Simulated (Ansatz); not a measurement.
Job for Ansatz (an electronic-structure program): U-CCSD(T)/aug-cc-pV(T+d)Z on BeClF (SMILES [F][Be][Cl]), a point of a bond scan (R = 2.715 Å). Files ending in .json are basis or fitting sets from the Basis Set Exchange.

Ansatz 0.2 input:
```yaml
crystal:
  periodic: [false, false, false]
  atoms:
    - {symbol: Be, position_ang: [-0.00000000, -0.00000000, -0.61301342]}
    - {symbol: F, position_ang: [-0.00000000, -0.00000000, -1.98830246]}
    - {symbol: Cl, position_ang: [0.00000000, 0.00000000, 2.10181046]}
basis:
  gaussian:
    orbitals: aug-cc-pV_T+d_Z.json
correlation: {method: ccsd_t, electrons: outside_noble_gas}
scf: {omitted_lower_state_checks: [cluster_reference]}
magnetization: {spin_polarized: true, initial_magnetization: 0}
```

It printed:

```
WARN ansatz: RAYON_NUM_THREADS=1 ignored (pool sized by the plan → 1); use --threads N
Functional definition: HF
these checks for a lower state are left out or cut short: cluster_reference
integrals: 0.54 GiB planned
894 factors; integrals over basis functions are off by at most 1.1e-3 eV
mean field: 0.42 GiB planned
mean field evaluation 1: about -15608.8315 eV, gradient 2.3e1 eV
mean field evaluation 2: about -15608.8319 eV, gradient 2.3e1 eV
mean field evaluation 4: about -15611.2453 eV, gradient 1.3e0 eV
mean field evaluation 8: about -15611.2616 eV, gradient 3.0e-4 eV
mean field evaluation 16: about -15611.2602 eV, gradient 1.2e-1 eV
mean field -15611.26164750 eV, -573.7032838525 hartree, gradient 9.2e-6 eV, S^2 0.000000; 2 other end points of the search recorded, 0 dependent functions left out
7 core orbitals not correlated
reference -15611.26164750 eV, -573.7032838525 hartree; 8, 8 occupied and 132, 132 virtual orbitals, 894 factors
second order -13.62857416 eV of doubles, -0.00000000 eV of singles
coupled cluster: 1.03 GiB planned
cycle   1  -13.67575068 eV  change   -4.7e-2 eV  update   8.5e-2
cycle   2  -13.94608852 eV  change   -2.7e-1 eV  update   2.9e-2
cycle   3  -14.03462295 eV  change   -8.9e-2 eV  update   1.6e-2
cycle   4  -14.02512574 eV  change    9.5e-3 eV  update   5.2e-3
cycle   5  -14.02235333 eV  change    2.8e-3 eV  update   2.3e-3
cycle   6  -14.02359172 eV  change   -1.2e-3 eV  update   8.2e-4
cycle   7  -14.02375213 eV  change   -1.6e-4 eV  update   3.3e-4
cycle   8  -14.02377482 eV  change   -2.3e-5 eV  update   1.2e-4
cycle   9  -14.02385128 eV  change   -7.6e-5 eV  update   4.4e-5
cycle  10  -14.02385016 eV  change    1.1e-6 eV  update   1.2e-5
perturbative correction -0.55693216 eV, -0.0204668795 hartree
Total energy: -15625.84242982 eV, -574.2391177195 hartree
Checks for a lower state left out: cluster_reference
```

Self-consistency was reached.

Cost: about 30 core-seconds (a rough figure).
